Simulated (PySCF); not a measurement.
C2H9FSi3, SMILES [Si@H]1(C[C@@H]([SiH3])[SiH2]1)F.

Coordinates come from a PBE-D3(BJ)/def2-SVP optimisation. The structure was generated by enumeration; whether it is a known compound was not checked.

Computed with PBE-D3(BJ)/def2-SVP run with PySCF.

Frequencies are harmonic and unscaled.

Computed vibrational spectrum:
| mode | ν (cm⁻¹) | IR (km/mol) | moving atoms (share of kinetic energy) |
|---|---|---|---|
| 1 | 55 | 1.7 | F 37 %, Si 24 %, C 22 %, H 18 % |
| 2 | 127 | 2.2 | Si 34 %, F 27 %, C 20 %, H 19 % |
| 3 | 142 | 0.1 | H 93 % |
| 4 | 150 | 0.5 | Si 44 %, H 26 %, F 23 %, C 8 % |
| 5 | 187 | 2.4 | Si 34 %, H 25 %, F 24 %, C 17 % |
| 6 | 246 | 0.9 | H 52 %, C 31 %, Si 9 % |
| 7 | 334 | 2.4 | Si 66 %, H 18 %, C 12 % |
| 8 | 396 | 7.3 | Si 54 %, H 35 % |
| 9 | 457 | 7.4 | H 54 %, Si 41 % |
| 10 | 491 | 0.6 | Si 48 %, H 32 %, C 20 % |
| 11 | 560 | 5.6 | H 85 % |
| 12 | 582 | 7.6 | H 73 %, C 18 % |
| 13 | 625 | 36.1 | H 64 %, C 21 %, Si 13 % |
| 14 | 635 | 58.9 | H 80 %, Si 10 %, C 9 % |
| 15 | 685 | 59.2 | H 60 %, C 25 %, Si 15 % |
| 16 | 722 | 49.9 | H 63 %, C 22 %, Si 14 % |
| 17 | 762 | 115.3 | H 56 %, C 25 %, Si 19 % |
| 18 | 785 | 63.2 | H 58 %, C 24 %, F 9 %, Si 9 % |
| 19 | 802 | 16.1 | H 44 %, C 32 %, F 15 %, Si 10 % |
| 20 | 868 | 197.6 | Si 38 %, F 31 %, H 26 % |
| 21 | 883 | 129.7 | H 90 %, Si 9 % |
| 22 | 899 | 90.2 | H 90 %, Si 8 % |
| 23 | 906 | 55.3 | H 95 % |
| 24 | 914 | 33.2 | H 95 % |
| 25 | 943 | 8.6 | C 63 %, H 35 % |
| 26 | 990 | 26.8 | H 82 %, C 15 % |
| 27 | 1040 | 38.5 | H 70 %, C 28 % |
| 28 | 1108 | 5.4 | H 65 %, C 34 % |
| 29 | 1206 | 0.9 | H 82 %, C 18 % |
| 30 | 1357 | 9.5 | H 92 % |
| 31 | 2137 | 90.1 | H 97 % |
| 32 | 2143 | 243.4 | H 98 % |
| 33 | 2148 | 41.7 | H 97 % |
| 34 | 2155 | 107.8 | H 97 % |
| 35 | 2160 | 38.9 | H 96 % |
| 36 | 2165 | 146.4 | H 96 % |
| 37 | 2961 | 6.1 | H 94 % |
| 38 | 2988 | 1.3 | H 92 % |
| 39 | 3035 | 4.1 | H 91 %, C 9 % |
